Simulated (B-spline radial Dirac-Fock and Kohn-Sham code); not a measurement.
K-line shifts caused by a second vacancy in Sc²⁺

System: the Sc²⁺ ion, configuration [Ar] 3d1.

The computed values come from a radial finite-basis atomic code: Dirac-Fock energy differences between relaxed states, corrected for Breit and QED terms. Each two-hole energy is an average over J within one jj subconfiguration, not an observable level; in light atoms, where LS coupling holds, the j-resolved values are not observed lines, and for a K spectator the Kα1 hypersatellite is nearly forbidden. No correlation.

Lines without a spectator: Kα2 (K-L2) 4085.3 eV, Kα1 (K-L3) 4089.8 eV, Kβ3 (K-M2) 4461.1 eV, Kβ1 (K-M3) 4461.6 eV. Shifts in eV with one spectator hole (a dash: not computed, or left out as unreliable):

| spectator hole | Kα2 | Kα1 | Kβ3 | Kβ1 |
| --- | --- | --- | --- | --- |
| K (1s) | +215.9 | +216.9 | +269.4 | +269.5 |
| L2 (2p1/2) | +17.86 | +22.04 | – | +54.8 |
| L3 (2p3/2) | +21.03 | +19.96 | +53.7 | – |
| M2 (3p1/2) | – | +1.24 | +4.71 | +5.89 |
| M3 (3p3/2) | +1.16 | – | +5.73 | +5.39 |

With n spectator holes in 2p, averaged over the 2p shell (energies in eV):

| n | KαLⁿ | step | hypersatellite KαʰLⁿ |
| --- | --- | --- | --- |
| 0 | 4088.2 | – | 4304.8 |
| 1 | 4108.9 | +20.7 | 4326.8 |
| 2 | 4130.9 | +21.9 | 4350.0 |
| 3 | 4154.1 | +23.2 | 4374.6 |
| 4 | 4178.7 | +24.6 | 4400.5 |
| 5 | 4204.5 | +25.9 | 4427.6 |
